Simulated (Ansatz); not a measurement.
The same redistribution along the group O, S, Se.

Isolated molecules relaxed with PBE0-D4/def2-TZVP in Ansatz; ΔE leaves out vibrations. CCSD(T)/CBS adds triple-zeta CCSD(T) − MP2 to the extrapolated MP2 energy (def2 sets, frozen cores). This one scheme is used for every species. Functionals use def2-TZVPP. Elements past krypton have def2 core potentials. For Se, Sn outer-core shells are correlated without core-valence functions, which leaves a few kJ/mol of doubt a bond. Scalar relativity is left out up to krypton. One conformer a species, not always the lowest.

```
                                            reaction  CCSD/CBS(def2) (kcal/mol)  ωB97M-V (kcal/mol)  MP2/CBS(def2) (kcal/mol)  PBE-D4 (kcal/mol)  CCSD(T)/CBS(def2) (kcal/mol)
    `C[O][SnH3]` + `CCBCN` → `CC[BH][SnH3]` + `COCN`                       15.6                15.1                      16.8               13.2                          15.5
    `C[S][SnH3]` + `CCBCN` → `CC[BH][SnH3]` + `CSCN`                       22.6                22.7                      22.7               20.4                          22.0
`C[Se][SnH3]` + `CCBCN` → `CC[BH][SnH3]` + `C[Se]CN`                       27.1                27.0                      26.9               24.2                          26.3
```

Largest T1 diagnostic: 0.013, for `C[O][SnH3]`.
